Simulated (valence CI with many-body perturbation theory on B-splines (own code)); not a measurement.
## Forbidden lines of Mo II

Computed by valence CI with perturbative core correlation (CI+MBPT): five valence electrons over a frozen Dirac-Fock core [Kr], a basis of 9 s, 9 p, 9 d, 7 f, 4 g, 2 h functions for each j, with the one-electron correlation potential Σ1 (screened to all orders), the two-electron term Σ2, the three-electron term Σ3, Breit, model QED; selected single and double excitations, second order for the rest, scaled by the run's own slope (own B-spline code, finite nucleus).

Set against measurement, 9 paired levels are off by 373 cm⁻¹ on average, the worst by 607. These come from a selection out of the NIST Handbook of Basic Atomic Spectroscopic Data. Levels without a partner in it may be off by more, other configurations by 1,000 to 4,000 cm⁻¹. Among the levels kept, up to 1100 cm⁻¹ of a level comes from second order outside the variational space, and about a tenth of that is noise between levels of different J, which matters for small intervals. Only levels of the ground parity were solved; by the run's estimate the other parity begins above the list, which can be wrong where configurations are misplaced.

Lines 51 to 100 of 107 in falling wavelength, among levels below 29182 cm⁻¹, chosen from the decays that carry over 1 % of a level's rate. Wavelengths and rates use the calculated energies, so an error of 400 cm⁻¹ moves a line at 892.4 nm by 3.6 % and its rate by three times that or more. Electric multipoles are in the length gauge, E1 and E2 with the static RPA response of the core. S is in atomic units (e²a₀⁴ for E2 and M2, e²a₀⁶ for E3), for M1 in squared Bohr magnetons. Weak lines are less certain than strong ones. Lines between different terms over intervals too small for the method are left out, as are lines whose strength nearly cancels and 2 of this kind that miss the measured wavelength by over 7 %. Where a level lies close to another of its J and parity, the split of strength between their lines is uncertain.

Names give the largest LS component (configuration and term), which can be under half, so a name can repeat, a term be missing and a line seem to break the LS rules; names also repeat where a configuration has a term twice. Letters in brackets count levels of one name in rising energy.

```tsv
λ vac (nm)	λ from measured levels	Upper	Lower	Type	A (s⁻¹)	S (a.u.)
1252		4d5 4F_7/2	4d5 4P_5/2 [a]	M1	2.89e-03	1.68e-03
1250		4d5 4F_9/2	4d5 4P_5/2 [a]	E2	5.10e-03	1.39e+01
1247		4d5 4F_7/2	4d5 4P_3/2 [a]	E2	4.22e-03	9.10e+00
1221		4d4.5s 4D_1/2	4d5 4P_1/2 [a]	M1	2.19e-02	2.96e-03
1220		4d5 2D_3/2 [b]	4d5 4P_1/2 [a]	M1	4.48e-03	1.20e-03
1196		4d5 2D_3/2 [b]	4d5 4P_5/2 [a]	M1	6.42e-03	1.63e-03
1193		4d4.5s 4D_1/2	4d5 4P_3/2 [a]	M1	7.84e-02	9.88e-03
1191		4d5 4F_9/2	4d5 4G_11/2	M1	3.08e-02	1.92e-02
1186		4d4.5s 4D_3/2	4d5 4P_1/2 [a]	M1	1.17e-02	2.91e-03
1185		4d5 4F_9/2	4d5 4G_9/2	M1	1.18e-02	7.29e-03
1172		4d5 4F_7/2	4d5 4G_7/2	M1	2.18e-02	1.04e-02
1171		4d5 4F_9/2	4d5 4G_7/2	M1	3.75e-03	2.24e-03
1164		4d4.5s 4D_3/2	4d5 4P_5/2 [a]	M1	4.64e-02	1.08e-02
1164		4d4.5s 4D_3/2	4d5 4P_5/2 [a]	E2	6.08e-03	4.64e+00
1161		4d5 4F_5/2	4d5 4G_7/2	M1	5.09e-02	1.77e-02
1160		4d4.5s 4D_3/2	4d5 4P_3/2 [a]	M1	7.76e-03	1.80e-03
1110		4d4.5s 4D_1/2	4d5 4G_5/2	E2	8.10e-02	2.43e+01
1108		4d5 2D_3/2 [b]	4d5 4G_5/2	M1	6.69e-03	1.35e-03
1095		4d4.5s 4D_3/2	4d5 4G_7/2	E2	6.68e-02	3.75e+01
1080		4d4.5s 4D_3/2	4d5 4G_5/2	E2	1.57e-02	8.28e+00
1075		4d4.5s 4D_5/2	4d5 4G_9/2	E2	6.72e-02	5.15e+01
901.6		4d5 4F_7/2	4d4.5s 6D_9/2	M1	2.06e-02	4.48e-03
901.0		4d5 4F_9/2	4d4.5s 6D_9/2	M1	1.57e-01	4.26e-02
892.4	848.7	4d4.5s 6D_1/2	4d5 6S_5/2	E2	1.23e-01	1.24e+01
873.6	831.0	4d4.5s 6D_3/2	4d5 6S_5/2	E2	1.36e-01	2.47e+01
858.3		4d5 4F_7/2	4d4.5s 6D_7/2	M1	1.05e-01	1.97e-02
857.7		4d5 4F_9/2	4d4.5s 6D_7/2	M1	2.84e-02	6.64e-03
852.4		4d5 4F_5/2	4d4.5s 6D_7/2	M1	2.20e-02	3.03e-03
848.9		4d5 2D_3/2 [a]	4d4.5s 6D_3/2	M1	9.06e-03	8.22e-04
846.3	805.3	4d4.5s 6D_5/2	4d5 6S_5/2	E2	1.58e-01	3.67e+01
831.8		4d5 2D_3/2 [a]	4d4.5s 6D_1/2	M1	3.61e-03	3.08e-04
824.4		4d5 4F_7/2	4d4.5s 6D_5/2	M1	3.01e-02	5.01e-03
819.0		4d5 4F_5/2	4d4.5s 6D_5/2	M1	6.47e-02	7.90e-03
813.4	775.2	4d4.5s 6D_7/2	4d5 6S_5/2	E2	1.90e-01	4.83e+01
799.9		4d5 2D_3/2 [b]	4d4.5s 6D_5/2	M1	1.77e-02	1.35e-03
798.2		4d4.5s 4D_5/2	4d4.5s 6D_7/2	M1	2.99e-02	3.38e-03
795.0		4d5 4F_5/2	4d4.5s 6D_3/2	M1	2.18e-02	2.44e-03
785.3		4d4.5s 4D_3/2	4d4.5s 6D_5/2	M1	1.21e-02	8.69e-04
778.0	742.9	4d4.5s 6D_9/2	4d5 6S_5/2	E2	2.34e-01	5.95e+01
777.1		4d5 2D_3/2 [b]	4d4.5s 6D_3/2	M1	1.77e-02	1.23e-03
763.2		4d4.5s 4D_1/2	4d4.5s 6D_1/2	M1	6.95e-02	2.29e-03
763.2		4d4.5s 4D_3/2	4d4.5s 6D_3/2	M1	3.32e-02	2.19e-03
762.7		4d5 2D_3/2 [b]	4d4.5s 6D_1/2	M1	4.29e-03	2.83e-04
749.4		4d4.5s 4D_3/2	4d4.5s 6D_1/2	M1	1.94e-02	1.21e-03
653.8	657.9	4d5 4G_5/2	4d5 6S_5/2	M1	3.37e-03	2.09e-04
648.7	652.3	4d5 4G_7/2	4d5 6S_5/2	M1	5.13e-06	4.16e-07
648.7	652.3	4d5 4G_7/2	4d5 6S_5/2	E2	1.27e-06	1.04e-04
644.5	648.2	4d5 4G_9/2	4d5 6S_5/2	E2	2.06e-06	2.04e-04
627.9		4d5 4P_3/2 [a]	4d5 6S_5/2	M1	2.86e-01	1.05e-02
626.7		4d5 4P_5/2 [a]	4d5 6S_5/2	M1	4.75e-01	2.60e-02
```
